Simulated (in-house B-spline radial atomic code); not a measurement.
Values are calculated unless marked as measured or tabulated.
**From levels and matrix elements to observables: Ca9+**

One electron outside the [He] 2s2 2p6 core, from an all-electron radial atomic-structure program (B-spline basis): Brueckner orbitals with a screened correlation potential on Dirac-Hartree-Fock, Breit and QED terms for the lowest states, dipole elements in length form with static core polarisation. The core's own polarisability, by RPA, is 0.02108 bohr³.

```
state  removal energy (cm⁻¹)  size of the reduced dipole element to 3s1/2 (a.u.)
3s1/2                1704016                                                   -
4s1/2                 871226                                                   -
3p1/2                1529790                                              0.7849
3p3/2                1524712                                               1.112
4p1/2                 804721                                              0.1992
4p3/2                 802801                                              0.2753
```

Use R = 109737.3 cm⁻¹, 1 hartree = 219474.6 cm⁻¹, c = 137.036 and 1 a.u. of rate = 4.1341e16 s⁻¹.

Q: Find the quantum defects of the two s states and predict 5s1/2.

A: With n* = 10 √(R/E): 3s1/2 has n* = 2.5377, δ = 0.4623; 4s1/2 has n* = 3.5490, δ = 0.4510. Ritz's form δ = δ0 + b/n*² gives b = 0.150, δ0 = 0.4391, so with n* ≈ 5 − 0.4510, δ = 0.4463 and E = R × 10²/(5 − 0.4463)² = 529209 cm⁻¹. The program finds 529374 cm⁻¹.

Q: What are the wavelength, oscillator strength and rate of 3s1/2–3p3/2?

A: ΔE = 179304 cm⁻¹ = 0.81697 hartree, λ = 55.771 nm in vacuum. f = (2/3) ΔE D²/(2j + 1 of the lower state) = (2/3) × 0.81697 × 1.112²/2 = 0.3367. A = (4/3) ΔE³ D²/(c³ (2j' + 1)) = 8.7338e-08 a.u. = 3.611e+09 s⁻¹, a partial lifetime of 0.277 ns.

Q: Estimate the static polarisability of 3s1/2.

A: Each p state adds (2/3) D²/(2 ΔE): 3p1/2 0.2587, 3p3/2 0.5045, 4p1/2 0.003228, 4p3/2 0.006152. With the core the sum is 0.7937 bohr³. The program's sum over the whole spectrum, Pauli blocking of the core included, is 0.7974.
